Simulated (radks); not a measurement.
The numbers below are computed, except where a source is named.
All-electron atom: the aluminium ion Al+ in [Ne] 3s2 (the NIST ground configuration). Level of theory: non-relativistic Kohn-Sham, SOGGA, spin-polarised, spherical densities, point nucleus (a radial shooting solver on a logarithmic mesh with Libxc functionals).

Local quantities along the radius. ELF = 1/(1 + alpha^2) is the electron localisation function; alpha = (tau - tau_W)/tau_unif compares the Pauli kinetic energy density with that of the uniform gas (summed over spins).

```
   r/bohr * ELF (the largest magnitude, 1, reaches the edge; | marks zero)
 0.003852 |                                                      *
 0.004897 |                                                      *
 0.006275 |                                                      *
 0.007978 |                                                      *
  0.01014 |                                                      *
  0.01289 |                                                      *
  0.01652 |                                                      *
    0.021 |                                                      *
   0.0267 |                                                      *
  0.03421 |                                                      *
  0.04349 |                                                      *
  0.05529 |                                                      *
  0.07029 |                                                      *
  0.09007 |                                                     *
   0.1145 |                                               *
   0.1456 |                              *
   0.1865 |            *
   0.2371 |           *
   0.3015 |                        *
   0.3832 |                                        *
   0.4911 |                                              *
   0.6243 |                                               *
   0.7936 |                                          *
    1.017 |                      *
    1.293 |    *
    1.644 |        *
    2.089 |                                              *
    2.677 |                                                      *
    3.404 |                                                      *
    4.327 |                                                      *
    5.545 |                                                      *
    7.049 |                                                      *
```

On this mesh the ELF has minima near r = 0.21, 1.5 bohr, which separate the shells, and maxima near 0.55 (0.87).
